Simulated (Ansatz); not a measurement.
Program: Ansatz. Geometries: PBE0-D4/def2-TZVP. ΔE: electronic, gas phase. CCSD(T)/CBS adds triple-zeta CCSD(T) − MP2 to the extrapolated MP2 energy (def2 sets, frozen cores). This one scheme is used for every species. Functionals use def2-TZVPP. B3LYP here is the variant with VWN-RPA as its local correlation; programs differ in this. HSE06 is defined as in plane-wave codes. Each species was taken in one conformer, which may not be the lowest.

Consider the formal hydrolysis of the Si–Cl bond: `C=C[Si](Cl)(Cl)Cl` + H₂O → `C=C[Si](O)(Cl)Cl` + HCl.

```json
{"level": "LDA (SPW92)", "ΔE (kcal/mol)": "-3.3", "difference from CCSD(T)/CBS": "-0.8"}
{"level": "PBE-D4", "ΔE (kcal/mol)": "-1.4", "difference from CCSD(T)/CBS": "1.1"}
{"level": "revPBE-D4", "ΔE (kcal/mol)": "-1.0", "difference from CCSD(T)/CBS": "1.5"}
{"level": "BLYP-D4", "ΔE (kcal/mol)": "-3.1", "difference from CCSD(T)/CBS": "-0.6"}
{"level": "r2SCAN-D4", "ΔE (kcal/mol)": "-3.3", "difference from CCSD(T)/CBS": "-0.8"}
{"level": "PBE0-D4", "ΔE (kcal/mol)": "-1.9", "difference from CCSD(T)/CBS": "0.6"}
{"level": "B3LYP-D4", "ΔE (kcal/mol)": "-3.4", "difference from CCSD(T)/CBS": "-0.9"}
{"level": "r2SCAN0-D4", "ΔE (kcal/mol)": "-3.3", "difference from CCSD(T)/CBS": "-0.8"}
{"level": "HSE06-D4", "ΔE (kcal/mol)": "-1.8", "difference from CCSD(T)/CBS": "0.7"}
{"level": "CAM-B3LYP-D4", "ΔE (kcal/mol)": "-4.8", "difference from CCSD(T)/CBS": "-2.3"}
{"level": "ωB97X-V", "ΔE (kcal/mol)": "-3.5", "difference from CCSD(T)/CBS": "-1.0"}
{"level": "ωB97M-V", "ΔE (kcal/mol)": "-3.2", "difference from CCSD(T)/CBS": "-0.7"}
{"level": "B2PLYP", "ΔE (kcal/mol)": "-4.1", "difference from CCSD(T)/CBS": "-1.6"}
{"level": "PBE", "ΔE (kcal/mol)": "-2.1", "difference from CCSD(T)/CBS": "0.4"}
{"level": "revPBE", "ΔE (kcal/mol)": "-1.9", "difference from CCSD(T)/CBS": "0.6"}
{"level": "BLYP", "ΔE (kcal/mol)": "-4.4", "difference from CCSD(T)/CBS": "-1.9"}
{"level": "r2SCAN", "ΔE (kcal/mol)": "-3.5", "difference from CCSD(T)/CBS": "-1.0"}
{"level": "PBE0", "ΔE (kcal/mol)": "-2.5", "difference from CCSD(T)/CBS": "0.0"}
{"level": "B3LYP", "ΔE (kcal/mol)": "-4.6", "difference from CCSD(T)/CBS": "-2.1"}
{"level": "r2SCANh", "ΔE (kcal/mol)": "-3.5", "difference from CCSD(T)/CBS": "-1.0"}
{"level": "r2SCAN0", "ΔE (kcal/mol)": "-3.5", "difference from CCSD(T)/CBS": "-1.0"}
{"level": "HSE06", "ΔE (kcal/mol)": "-2.4", "difference from CCSD(T)/CBS": "0.1"}
{"level": "BHLYP", "ΔE (kcal/mol)": "-5.3", "difference from CCSD(T)/CBS": "-2.8"}
{"level": "CAM-B3LYP", "ΔE (kcal/mol)": "-5.5", "difference from CCSD(T)/CBS": "-3.0"}
{"level": "LC-ωPBE", "ΔE (kcal/mol)": "-3.6", "difference from CCSD(T)/CBS": "-1.1"}
{"level": "RPA@PBE/def2-TZVPP", "ΔE (kcal/mol)": "-4.4", "difference from CCSD(T)/CBS": "-1.9"}
{"level": "HF/def2-SVP", "ΔE (kcal/mol)": "-4.8", "difference from CCSD(T)/CBS": "-2.3"}
{"level": "MP2/def2-SVP", "ΔE (kcal/mol)": "-3.2", "difference from CCSD(T)/CBS": "-0.7"}
{"level": "CCSD/def2-SVP", "ΔE (kcal/mol)": "-3.9", "difference from CCSD(T)/CBS": "-1.4"}
{"level": "CCSD(T)/def2-SVP", "ΔE (kcal/mol)": "-3.6", "difference from CCSD(T)/CBS": "-1.1"}
{"level": "HF/def2-TZVPP", "ΔE (kcal/mol)": "-6.4", "difference from CCSD(T)/CBS": "-3.9"}
{"level": "MP2/def2-TZVPP", "ΔE (kcal/mol)": "-2.5", "difference from CCSD(T)/CBS": "0.0"}
{"level": "SCS-MP2/def2-TZVPP", "ΔE (kcal/mol)": "-3.6", "difference from CCSD(T)/CBS": "-1.1"}
{"level": "CCSD/def2-TZVPP", "ΔE (kcal/mol)": "-4.6", "difference from CCSD(T)/CBS": "-2.1"}
{"level": "HF/def2-QZVPP", "ΔE (kcal/mol)": "-6.5", "difference from CCSD(T)/CBS": "-4.0"}
{"level": "MP2/def2-QZVPP", "ΔE (kcal/mol)": "-1.6", "difference from CCSD(T)/CBS": "0.9"}
{"level": "SCS-MP2/def2-QZVPP", "ΔE (kcal/mol)": "-2.8", "difference from CCSD(T)/CBS": "-0.3"}
{"level": "HF/CBS(def2)", "ΔE (kcal/mol)": "-6.5", "difference from CCSD(T)/CBS": "-4.0"}
{"level": "MP2/CBS(def2)", "ΔE (kcal/mol)": "-0.9", "difference from CCSD(T)/CBS": "1.6"}
{"level": "CCSD/CBS(def2)", "ΔE (kcal/mol)": "-3.0", "difference from CCSD(T)/CBS": "-0.5"}
{"level": "CCSD(T)/CBS", "ΔE (kcal/mol)": "-2.5", "difference from CCSD(T)/CBS": "0"}
```

Largest T1 diagnostic among the species: 0.010.

From BLYP to BHLYP (50 % exact exchange), in def2-TZVPP and without D4, ΔE moves by −0.9 kcal/mol. In def2-TZVPP, CCSD(T) changes the Hartree–Fock value by +2.4 kcal/mol (the triples alone add +0.6 kcal/mol) and MP2 by +3.9 kcal/mol. The D4 term adds +1.2 kcal/mol with B3LYP and +0.6 kcal/mol with PBE0; it sums over pairs of atoms, weighted by their polarisabilities, and B3LYP, whose exchange is more repulsive, gets the larger term.
